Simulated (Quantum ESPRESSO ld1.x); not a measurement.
Problem. Species: neutral tin. Configuration: [Kr] 4d10 5s2 5p1 6s1 (not the ground configuration). All-electron calculation, Dirac Kohn-Sham, BLYP, spin-unpolarised, spherical densities, point nucleus; open shells are shared between the two j in proportion to 2j + 1. Program: ld1.x of Quantum ESPRESSO 7.5. Some entries of the table are withheld. Estimate them.

orbital,occ.,eigenvalue (Ry),<r> (bohr)
1s1/2,2,-2131.7081,0.02905
2s1/2,2,(1),(2)
2p1/2,2,-300.7614,0.1058
2p3/2,4,-283.8013,0.1112
3s1/2,2,-62.3226,0.3392
3p1/2,2,-53.7192,(3)
3p3/2,4,-50.6231,(4)
3d3/2,4,-35.4105,0.3126
3d5/2,6,-34.7713,0.3161
4s1/2,2,-10.0918,0.8183
4p1/2,2,-7.2308,(5)
4p3/2,4,-6.6721,(6)
4d3/2,4,-2.2015,1.090
4d5/2,6,-2.1246,1.104
5s1/2,2,-1.0006,(7)
5p1/2,0.333333,-0.4831,(8)
5p3/2,0.666667,-0.4431,(9)
6s1/2,1,-0.1150,7.118

Solution. 
(1) 2s1/2 eigenvalue (Ry): -321.9421
(2) 2s1/2 <r> (bohr): 0.1251
(3) 3p1/2 <r> (bohr): 0.3299
(4) 3p3/2 <r> (bohr): 0.3412
(5) 4p1/2 <r> (bohr): 0.8654
(6) 4p3/2 <r> (bohr): 0.8953
(7) 5s1/2 <r> (bohr): 2.321
(8) 5p1/2 <r> (bohr): 2.912
(9) 5p3/2 <r> (bohr): 3.040
